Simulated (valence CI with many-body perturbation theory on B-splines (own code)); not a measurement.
**E1 transitions of Ge XXVIII**

Method: relativistic CI+MBPT: three valence electrons over a frozen Dirac-Fock core [He], radial functions for each j: 11 s, 11 p, 10 d, 8 f, 5 g, 2 h, with the one-electron correlation potential Σ1 (screened to all orders), the two-electron term Σ2, the three-electron term Σ3, Breit, model QED; selected single and double excitations, second order for the rest, scaled by the run's own slope (own B-spline code, finite nucleus).

No measured spectrum was set against this ion. As an estimate, large intervals hold to a few tenths of a per cent, small ones and those within an open d or f shell to about a per cent.

Lines 101 to 150 of 581 in falling wavelength, among levels below 173.75 Ry, chosen from the strongest by gf and those to the six lowest levels. Wavelengths and rates use the calculated energies. Electric multipoles are in the length gauge, E1 and E2 with the static RPA response of the core. Weak lines are less certain than strong ones. Lines between different terms over intervals too small for the method are left out, as are lines whose strength nearly cancels. The highest levels of a list are the least certain.

Levels are named by their leading jj configuration (3d3/2^4 stands for four electrons in 3d with j = 3/2), which in mixed levels can hold well under half, so a name can repeat and another be missing. Letters in brackets count levels of one name in rising energy.

```
λ vac (nm)                          Upper                       Lower   A (s⁻¹)  S (a.u.) with core polarisation  S without
     32.08         (2s 2p1/2 3p3/2) J=5/2         (2s 2p1/2 3s) J=3/2  3.57e+09                         3.49e-01   3.49e-01
     31.69             (2s^2 3p3/2) J=3/2             (2s^2 3s) J=1/2  3.25e+09                         2.04e-01   2.04e-01
     31.34     (2s 2p3/2 3p3/2) J=3/2 [b]         (2s 2p3/2 3s) J=1/2  2.09e+09                         1.27e-01   1.27e-01
     30.43     (2s 2p1/2 3p3/2) J=3/2 [a]     (2s 2p1/2 3s) J=1/2 [a]  3.29e+09                         1.83e-01   1.83e-01
     29.31  (2p1/2 2p3/2 3p3/2) J=5/2 [b]      (2p1/2 2p3/2 3s) J=5/2  1.63e+09                         1.22e-01   1.22e-01
     26.04     (2s 2p3/2 3p3/2) J=5/2 [a]         (2s 2p3/2 3s) J=5/2  2.09e+09                         1.10e-01   1.10e-01
     25.65      (2p3/2^2 3p3/2) J=3/2 [a]          (2p3/2^2 3s) J=3/2  7.12e+09                         2.37e-01   2.37e-01
     13.88          (2p3/2^2 3p3/2) J=5/2  (2s 2p3/2 3p3/2) J=3/2 [b]  6.68e+09                         5.29e-02   5.31e-02
     13.51          (2p3/2^2 3d5/2) J=9/2  (2s 2p3/2 3d5/2) J=7/2 [c]  6.01e+09                         7.31e-02   7.34e-02
     13.33  (2p1/2 2p3/2 3d5/2) J=7/2 [a]      (2s 2p3/2 3d5/2) J=9/2  5.86e+09                         5.48e-02   5.49e-02
     13.23          (2p3/2^2 3p3/2) J=7/2  (2s 2p3/2 3p3/2) J=5/2 [b]  1.03e+10                         9.36e-02   9.40e-02
     12.77          (2p1/2^2 3d5/2) J=5/2      (2s 2p1/2 3d5/2) J=7/2  9.65e+09                         5.95e-02   5.97e-02
     12.27      (2p1/2 2p3/2 3d5/2) J=9/2      (2s 2p3/2 3d5/2) J=9/2  7.64e+09                         6.97e-02   6.99e-02
     12.23      (2p1/2 2p3/2 3p3/2) J=7/2      (2s 2p3/2 3p3/2) J=7/2  8.70e+09                         6.27e-02   6.29e-02
     11.93          (2p1/2 2p3/2^2) J=3/2      (2s 2p1/2 2p3/2) J=1/2  1.41e+10                         4.71e-02   4.73e-02
     11.80         (2p1/2 2p3/2 3s) J=5/2         (2s 2p3/2 3s) J=5/2  9.48e+09                         4.62e-02   4.63e-02
     11.12          (2p1/2 2p3/2^2) J=5/2          (2s 2p3/2^2) J=5/2  1.62e+10                         6.58e-02   6.61e-02
     10.93             (2s 2p3/2^2) J=5/2          (2s^2 2p3/2) J=3/2  9.63e+09                         3.72e-02   3.74e-02
     10.71          (2p1/2 2p3/2^2) J=3/2  (2s 2p1/2 2p3/2) J=3/2 [b]  8.66e+09                         2.10e-02   2.10e-02
     10.42          (2p1/2^2 2p3/2) J=3/2      (2s 2p1/2 2p3/2) J=5/2  2.38e+10                         5.32e-02   5.34e-02
     10.39                (2p3/2^3) J=3/2          (2s 2p3/2^2) J=3/2  4.21e+10                         9.31e-02   9.34e-02
     9.988      (2p3/2^2 3d5/2) J=5/2 [b]  (2s 2p3/2 3d5/2) J=5/2 [b]  1.76e+10                         5.20e-02   5.22e-02
     9.941  (2p1/2 2p3/2 3p3/2) J=5/2 [a]  (2s 2p1/2 3p3/2) J=3/2 [a]  1.35e+10                         3.92e-02   3.93e-02
     9.925          (2p1/2 2p3/2^2) J=5/2  (2s 2p1/2 2p3/2) J=3/2 [b]  1.05e+10                         3.03e-02   3.03e-02
     9.911          (2p3/2^2 3p3/2) J=5/2  (2s 2p3/2 3p3/2) J=5/2 [a]  1.38e+10                         3.97e-02   3.98e-02
     9.845      (2p1/2 2p3/2 3d5/2) J=9/2      (2s 2p1/2 3d5/2) J=7/2  7.91e+09                         3.73e-02   3.74e-02
     9.727      (2p1/2 2p3/2 3p3/2) J=7/2      (2s 2p1/2 3p3/2) J=5/2  1.20e+10                         4.34e-02   4.36e-02
     9.608      (2p3/2^2 3d5/2) J=5/2 [b]  (2s 2p3/2 3d5/2) J=7/2 [c]  2.99e+10                         7.84e-02   7.87e-02
     9.584          (2p3/2^2 3p1/2) J=1/2  (2s 2p3/2 3p1/2) J=3/2 [b]  4.40e+10                         3.82e-02   3.83e-02
     9.547      (2p3/2^2 3p3/2) J=3/2 [b]  (2s 2p3/2 3p3/2) J=5/2 [b]  3.20e+10                         5.49e-02   5.51e-02
     9.543      (2p3/2^2 3d3/2) J=3/2 [b]  (2s 2p3/2 3d3/2) J=5/2 [b]  3.45e+10                         5.92e-02   5.94e-02
     9.436     (2s 2p3/2 3d5/2) J=7/2 [c]          (2s^2 3d5/2) J=5/2  2.32e+10                         7.71e-02   7.74e-02
     9.392          (2p1/2^2 2p3/2) J=3/2  (2s 2p1/2 2p3/2) J=3/2 [a]  1.59e+10                         2.60e-02   2.61e-02
     9.356     (2s 2p3/2 4f7/2) J=7/2 [b]          (2s^2 4f7/2) J=7/2  3.04e+10                         9.82e-02   9.85e-02
     9.355     (2s 2p3/2 4f5/2) J=5/2 [b]          (2s^2 4f5/2) J=5/2  3.25e+10                         7.89e-02   7.92e-02
     9.319     (2s 2p3/2 4d5/2) J=7/2 [b]          (2s^2 4d5/2) J=5/2  2.72e+10                         8.68e-02   8.71e-02
     9.294     (2s 2p3/2 4p3/2) J=5/2 [b]          (2s^2 4p3/2) J=3/2  3.40e+10                         8.10e-02   8.12e-02
     9.275     (2s 2p3/2 4f7/2) J=9/2 [b]          (2s^2 4f7/2) J=7/2  2.71e+10                         1.07e-01   1.07e-01
     9.270     (2s 2p3/2 4f5/2) J=7/2 [b]          (2s^2 4f5/2) J=5/2  2.44e+10                         7.68e-02   7.71e-02
     9.263     (2s 2p3/2 4d3/2) J=3/2 [b]          (2s^2 4d3/2) J=3/2  3.53e+10                         5.54e-02   5.56e-02
     9.256     (2s 2p3/2 3p3/2) J=5/2 [b]          (2s^2 3p3/2) J=3/2  2.98e+10                         7.01e-02   7.03e-02
     9.255             (2p3/2^2 3s) J=3/2     (2s 2p3/2 3s) J=3/2 [a]  2.37e+10                         3.72e-02   3.73e-02
     9.253     (2s 2p3/2 4d3/2) J=5/2 [b]          (2s^2 4d3/2) J=3/2  2.72e+10                         6.38e-02   6.40e-02
     9.242     (2s 2p3/2 4d5/2) J=5/2 [b]          (2s^2 4d5/2) J=5/2  3.68e+10                         8.60e-02   8.62e-02
     9.232     (2s 2p3/2 3d3/2) J=5/2 [b]          (2s^2 3d3/2) J=3/2  2.40e+10                         5.59e-02   5.61e-02
     9.224     (2s 2p3/2 4p1/2) J=3/2 [b]          (2s^2 4p1/2) J=1/2  3.47e+10                         5.38e-02   5.40e-02
     9.211     (2s 2p3/2 4p3/2) J=3/2 [b]          (2s^2 4p3/2) J=3/2  3.75e+10                         5.79e-02   5.81e-02
     9.207     (2s 2p3/2 4f7/2) J=5/2 [b]          (2s^2 4f7/2) J=7/2  3.63e+10                         8.39e-02   8.42e-02
     9.203     (2s 2p3/2 4f5/2) J=3/2 [b]          (2s^2 4f5/2) J=5/2  3.80e+10                         5.84e-02   5.86e-02
     9.199        (2s 2p3/2 4s) J=3/2 [b]             (2s^2 4s) J=1/2  3.71e+10                         5.69e-02   5.71e-02
```
